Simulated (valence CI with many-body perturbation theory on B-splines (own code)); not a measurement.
**E1 transitions of Hf+**

Method: configuration interaction combined with many-body perturbation theory (CI+MBPT): three valence electrons over a frozen Dirac-Fock core [Xe] 4f14, a basis of 7 s, 7 p, 8 d, 6 f, 4 g, 1 h functions for each j, with the one-electron correlation potential Σ1 (screened to all orders), the two-electron term Σ2, the three-electron term Σ3, Breit, model QED; selected single and double excitations, second order for the rest, scaled by the run's own slope (own B-spline code, finite nucleus).

Against 15 measured levels this calculation errs by 694 cm⁻¹ on average and by 1298 at most. These come from a selection out of the NIST Handbook of Basic Atomic Spectroscopic Data. Levels without a partner in it may be off by more, other configurations by 1,000 to 4,000 cm⁻¹. 3 measured levels below the end of the list, from 34942 cm⁻¹ on, found no clear computed partner.

Lines 151 to 200 of 524 in falling wavelength, among levels below 84478 cm⁻¹, chosen from the strongest by gf and those to the six lowest levels. Wavelengths and rates use the calculated energies, so an error of 700 cm⁻¹ moves a line at 328.4 nm by 2.3 % and its rate by three times that or more. Electric multipoles are in the length gauge, E1 and E2 with the static RPA response of the core. Weak lines are less certain than strong ones. Lines between different terms over intervals too small for the method are left out, as are lines whose strength nearly cancels. Where a level lies close to another of its J and parity, the split of strength between their lines is uncertain. The highest levels of a list are the least certain.

Names give the largest LS component (configuration and term), which can be under half, so a name can repeat, a term be missing and a line seem to break the LS rules; names also repeat where a configuration has a term twice. Letters in brackets count levels of one name in rising energy.

| λ vac (nm) | λ from measured levels | Upper | Lower | A (s⁻¹) | log gf | Branch % |
| --- | --- | --- | --- | --- | --- | --- |
| 331.6 |  | 5d6s6p ⁴D°_1/2 [b] | 5d²6s ⁴F_3/2 | 4.58e+07 | -0.82 | 84.3 |
| 330.7 |  | 5d²6p ²P°_3/2 [c] | 5d³ ²P_3/2 | 8.36e+07 | -0.26 | 7.8 |
| 329.4 |  | 5d²7s ⁴F_7/2 | 5d²6p ⁴G°_9/2 | 7.40e+07 | -0.02 | 21.2 |
| 328.9 |  | 5d²6d ²H_11/2 | 5d²6p ²G°_9/2 [b] | 5.98e+07 | 0.07 | 15.5 |
| 328.4 | 335.3 | 5d6s6p ⁴F°_9/2 | 5d²6s ⁴F_9/2 | 1.46e+07 | -0.63 | 67.2 |
| 327.2 |  | 5d²6p ⁴F°_9/2 | 5d²6s ²F_7/2 | 2.27e+07 | -0.44 | 6.1 |
| 325.6 |  | 5d²7s ⁴F_7/2 | 5d²6p ²D°_5/2 [a] | 2.64e+07 | -0.47 | 7.6 |
| 325.4 | 325.5 | 5d6s6p ⁴F°_7/2 | 5d6s² ²D_5/2 | 1.47e+07 | -0.73 | 44.5 |
| 324.5 |  | 5d6s6p ²D°_3/2 | 5d²6s ⁴F_3/2 | 1.21e+07 | -1.12 | 28.9 |
| 324.0 |  | 5d²6d ²G_9/2 | 5d²6p ²F°_7/2 [b] | 9.57e+07 | 0.18 | 25.8 |
| 323.0 |  | 5d6s6p ⁴D°_5/2 [a] | 5d²6s ⁴F_3/2 | 1.41e+07 | -0.88 | 17.7 |
| 322.7 |  | 5d²7s ⁴F_5/2 [a] | 5d²6p ⁴G°_7/2 | 4.04e+07 | -0.42 | 11.1 |
| 322.7 |  | 5d6s6p ⁴D°_7/2 | 5d²6s ⁴F_7/2 | 4.06e+06 | -1.29 | 6.6 |
| 321.5 |  | 5d6s6p ⁴D°_5/2 [a] | 5d6s² ²D_5/2 | 1.82e+07 | -0.77 | 22.9 |
| 319.5 |  | 5d²6p ²G°_7/2 [b] | 5d³ ⁴F_9/2 | 3.17e+07 | -0.41 | 7.9 |
| 318.4 |  | 5d²7s ⁴F_5/2 [a] | 5d²6p ²D°_3/2 [a] | 4.12e+07 | -0.43 | 11.3 |
| 318.2 |  | 5d6s6p ⁴D°_5/2 [b] | 5d²6s ⁴F_3/2 | 2.88e+07 | -0.58 | 30.6 |
| 316.8 |  | 5d6s6p ⁴D°_5/2 [b] | 5d6s² ²D_5/2 | 2.70e+07 | -0.61 | 28.7 |
| 316.3 |  | 5d²6d ⁴G_11/2 | 5d²6p ²G°_9/2 [a] | 3.43e+07 | -0.21 | 7.1 |
| 315.0 |  | 5d²6p ²S°_1/2 | 5d²6s ²D_3/2 [a] | 1.04e+08 | -0.51 | 28.4 |
| 314.1 |  | 5d6s6p ²F°_5/2 | 5d²6s ²F_5/2 | 3.89e+07 | -0.46 | 14.7 |
| 313.8 |  | 5d²6p ²G°_9/2 [a] | 5d²6s ²G_9/2 | 7.61e+07 | 0.05 | 22.5 |
| 313.0 | 311.0 | 5d²6p ⁴G°_7/2 | 5d²6s ⁴F_7/2 | 4.83e+07 | -0.25 | 24.0 |
| 312.1 |  | 5d²6d ²H_9/2 [b] | 5d²6p ⁴D°_7/2 [a] | 2.86e+07 | -0.38 | 9.2 |
| 311.4 |  | 5d6p² ⁴D_7/2 | 5d²6p ²F°_7/2 [b] | 4.70e+07 | -0.26 | 6.6 |
| 311.4 |  | 6s²6p ²P°_3/2 | 5d²6s ⁴F_5/2 | 4.30e+07 | -0.60 | 63.9 |
| 310.7 |  | 5d²6d ⁴D_7/2 [a] | 5d²6p ⁴D°_7/2 [a] | 4.15e+07 | -0.32 | 8.5 |
| 310.4 |  | 5d²6p ⁴G°_5/2 | 5d²6s ⁴F_7/2 | 3.26e+07 | -0.55 | 15.9 |
| 308.4 | 314.1 | 5d6s6p ⁴F°_9/2 | 5d²6s ⁴F_7/2 | 4.39e+06 | -1.20 | 20.1 |
| 307.5 |  | 5d6s7s ⁴D_5/2 [b] | 5d²6p ²F°_7/2 [a] | 5.49e+07 | -0.33 | 12.5 |
| 307.3 |  | 5d²6d ⁴H_9/2 | 5d²6p ⁴F°_7/2 | 1.36e+08 | 0.28 | 30.9 |
| 306.7 |  | 5d²6d ⁴F_7/2 | 5d²6p ²F°_5/2 [a] | 3.27e+07 | -0.43 | 4.6 |
| 306.0 |  | 5d6s6p ⁴F°_5/2 [b] | 5d6s² ²D_3/2 | 3.48e+07 | -0.53 | 45.9 |
| 305.9 |  | 5d²7s ²F_7/2 | 5d²6p ⁴G°_9/2 | 5.28e+07 | -0.23 | 17.4 |
| 305.4 |  | 5d²7s ⁴P_3/2 [a] | 5d²6p ⁴D°_5/2 [a] | 6.57e+07 | -0.44 | 17.6 |
| 305.3 |  | 5d²6p ²D°_3/2 [a] | 5d²6s ⁴F_5/2 | 4.96e+07 | -0.56 | 17.1 |
| 303.8 |  | 5d²7s ⁴F_9/2 | 5d²6p ⁴G°_9/2 | 2.86e+07 | -0.40 | 8.0 |
| 303.7 |  | 5d6s7s ⁴D_5/2 [b] | 5d6s6p ⁴P°_5/2 | 4.10e+07 | -0.47 | 9.3 |
| 302.9 |  | 5d6s7s ⁴D_7/2 | 5d6s6p ⁴P°_5/2 | 2.84e+07 | -0.50 | 5.6 |
| 302.6 |  | 5d²6p ²F°_7/2 [a] | 5d²6s ⁴F_9/2 | 1.49e+07 | -0.79 | 7.6 |
| 302.5 |  | 5d²6d ⁴G_7/2 | 5d²6p ⁴F°_5/2 | 4.36e+07 | -0.32 | 11.4 |
| 301.4 |  | 5d²6d ⁴G_5/2 | 5d²6p ⁴F°_3/2 | 4.60e+07 | -0.43 | 10.1 |
| 301.4 | 297.7 | 5d²6p ⁴G°_7/2 | 5d²6s ⁴F_5/2 | 3.33e+07 | -0.44 | 16.5 |
| 299.0 |  | 5d²6p ⁴G°_5/2 | 5d²6s ⁴F_5/2 | 5.57e+07 | -0.35 | 27.2 |
| 298.8 |  | 5d²6d ²H_9/2 [a] | 5d²6p ²G°_7/2 [a] | 1.26e+08 | 0.23 | 30.4 |
| 297.9 |  | 5d²7s ²G_7/2 | 5d²6p ²F°_5/2 [a] | 4.18e+07 | -0.35 | 9.4 |
| 297.9 |  | 5d6s6d ²G_7/2 | 5d²6p ⁴F°_5/2 | 6.84e+07 | -0.14 | 21.7 |
| 297.7 |  | 5d6s7s ⁴D_5/2 [a] | 5d6s6p ⁴D°_7/2 | 6.89e+07 | -0.26 | 14.8 |
| 297.4 |  | 5d6p² ⁴D_5/2 [b] | 5d²6p ²F°_5/2 [a] | 4.69e+07 | -0.43 | 5.6 |
| 297.3 |  | 5d²6d ²G_9/2 | 5d²6p ²G°_9/2 [a] | 2.52e+07 | -0.48 | 6.8 |
